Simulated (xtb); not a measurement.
bromine (Br₂), singlet, at a GFN2-xTB geometry; GFN2-xTB (xtb).

Input for xtb:
```
$ xtb mol.xyz --gfn 2 --chrg 0 --uhf 0 --json

# file mol.xyz
2

Br    -0.00000000    -0.00000000    -1.14062493
Br     0.00000000     0.00000000     1.14062493
```

What the program printed (banner, timings and long lists left out):

```
   ID    Z sym.   atoms
    1   35 Br     1, 2

           -------------------------------------------------
          |                Calculation Setup                |
           -------------------------------------------------

           -------------------------------------------------
          |                 G F N 2 - x T B                 |
           -------------------------------------------------

          ...................................................
          :                      SETUP                      :
          :.................................................:
          :  # basis functions                  20          :
          :  # atomic orbitals                  18          :
          :  # shells                            6          :
          :  # electrons                        14          :
          :  max. iterations                   250          :
          :  Hamiltonian                  GFN2-xTB          :
          :  restarted?                      false          :
          :  GBSA solvation                  false          :
          :  PC potential                    false          :
          :  electronic temp.          300.0000000     K    :
          :  accuracy                    1.0000000          :
          :  -> integral cutoff          0.2500000E+02      :
          :  -> integral neglect         0.1000000E-07      :
          :  -> SCF convergence          0.1000000E-05 Eh   :
          :  -> wf. convergence          0.1000000E-03 e    :
          :  Broyden damping             0.4000000          :
          :  net charge                          0          :
          :  unpaired electrons                  0          :
          ...................................................

 iter      E             dE          RMSdq      gap      omega  full diag
   1     -8.1680024 -0.816800E+01  0.203E+01    3.08       0.0  T
   2     -8.1732781 -0.527575E-02  0.920E+00    2.83       1.0  T
   3     -8.1752756 -0.199747E-02  0.211E+00    2.62       1.0  T
   4     -8.1756892 -0.413621E-03  0.224E-01    2.59       1.0  T
   5     -8.1756899 -0.651843E-06  0.111E-01    2.58       1.0  T
   6     -8.1756900 -0.120684E-06  0.108E-03    2.58      65.2  T
   7     -8.1756900 -0.189573E-10  0.395E-05    2.58    1789.5  T
   8     -8.1756900  0.710543E-14  0.513E-06    2.58   13795.2  T

   *** convergence criteria satisfied after 8 iterations ***

         :::::::::::::::::::::::::::::::::::::::::::::::::::::
         ::                     SUMMARY                     ::
         :::::::::::::::::::::::::::::::::::::::::::::::::::::
         :: total energy              -8.173400025044 Eh    ::
         :: gradient norm              0.000020728383 Eh/a0 ::
         :: HOMO-LUMO gap              2.584259904853 eV    ::
         ::.................................................::
         :: SCC energy                -8.175689999706 Eh    ::
         :: -> isotropic ES           -0.000003931066 Eh    ::
         :: -> anisotropic ES          0.002505347996 Eh    ::
         :: -> anisotropic XC         -0.004079375219 Eh    ::
         :: -> dispersion             -0.000964501013 Eh    ::
         :: repulsion energy           0.002289974662 Eh    ::
         :: add. restraining           0.000000000000 Eh    ::
         :: total charge               0.000000000000 e     ::
         :::::::::::::::::::::::::::::::::::::::::::::::::::::

           -------------------------------------------------
          |                Property Printout                |
           -------------------------------------------------

    * Orbital Energies and Occupations

         #    Occupation            Energy/Eh            Energy/eV
      -------------------------------------------------------------
         1        2.0000           -0.8855175             -24.0962
         2        2.0000           -0.8619534             -23.4549
         3        2.0000           -0.5406811             -14.7127
         4        2.0000           -0.4876897             -13.2707
         5        2.0000           -0.4876897             -13.2707
         6        2.0000           -0.4421859             -12.0325
         7        2.0000           -0.4421859             -12.0325 (HOMO)
         8                         -0.3472160              -9.4482 (LUMO)
         9                         -0.0080683              -0.2196
        10                         -0.0080683              -0.2196
        11                         -0.0036824              -0.1002
        12                         -0.0036824              -0.1002
        13                          0.0017018               0.0463
        14                          0.0017018               0.0463
        15                          0.0398122               1.0833
        16                          0.0398122               1.0833
        17                          0.0425996               1.1592
        18                          0.6756106              18.3843
      -------------------------------------------------------------
                  HL-Gap            0.0949698 Eh            2.5843 eV
             Fermi-level           -0.3947009 Eh          -10.7404 eV

     #   Z          covCN         q      C6AA      α(0)
     1  35 Br       0.977     0.000   184.963    21.928
     2  35 Br       0.977    -0.000   184.963    21.928

 Mol. C6AA /au·bohr⁶  :        739.853575
 Mol. C8AA /au·bohr⁸  :      46780.194375
 Mol. α(0) /au        :         43.856466

Wiberg/Mayer (AO) data.
largest (>0.10) Wiberg bond orders for each atom

 ---------------------------------------------------------------------------
     #   Z sym  total        # sym  WBO       # sym  WBO       # sym  WBO
 ---------------------------------------------------------------------------
     1  35 Br   1.270 --     2 Br   1.270
     2  35 Br   1.270 --     1 Br   1.270
 ---------------------------------------------------------------------------

Topologies differ in total number of bonds
Writing topology from bond orders to xtbtopo.mol

molecular dipole:
                 x           y           z       tot (Debye)
 q only:        0.000       0.000      -0.000
   full:       -0.000      -0.000      -0.000       0.000
molecular quadrupole (traceless):
                xx          xy          yy          xz          yz          zz
 q only:       -0.000       0.000      -0.000       0.000       0.000       0.000
  q+dip:        3.197       0.000       3.197       0.000      -0.000      -6.393
   full:        2.095       0.000       2.095       0.000      -0.000      -4.191

           -------------------------------------------------
          | TOTAL ENERGY               -8.173400025044 Eh   |
          | GRADIENT NORM               0.000020728383 Eh/α |
          | HOMO-LUMO GAP               2.584259904853 eV   |
           -------------------------------------------------

normal termination of xtb
```
